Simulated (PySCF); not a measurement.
AsF₂H₃Si, SMILES F[SiH](F)[AsH2]. Geometry optimised at PBE-D3(BJ)/def2-SVP.

Calculation: PBE-D3(BJ)/def2-SVP in PySCF.

Harmonic wavenumbers (cm⁻¹): 102, 139, 180, 302, 368, 585, 609, 782, 794, 841, 937, 951, 2118, 2134, 2192. Rotational constants (GHz): 6.172, 1.786, 1.499; symmetry number 1.

Task: Work out the zero-point energy and the ideal-gas rigid-rotor harmonic-oscillator thermochemistry at 298.15 K and 1 atm.

Result: ZPE = ½ Σ hcν = ½ × 13034 cm⁻¹ = 77.96 kJ/mol. H − E(el) = 96.78 kJ/mol. Entropy in J/(mol K): translation 170.73, rotation 114.50, vibration 53.59, total 338.83. G − E(el) = -4.24 kJ/mol. Cp = 91.19 J/(mol K). Modes under 150 cm⁻¹ make the vibrational entropy uncertain.
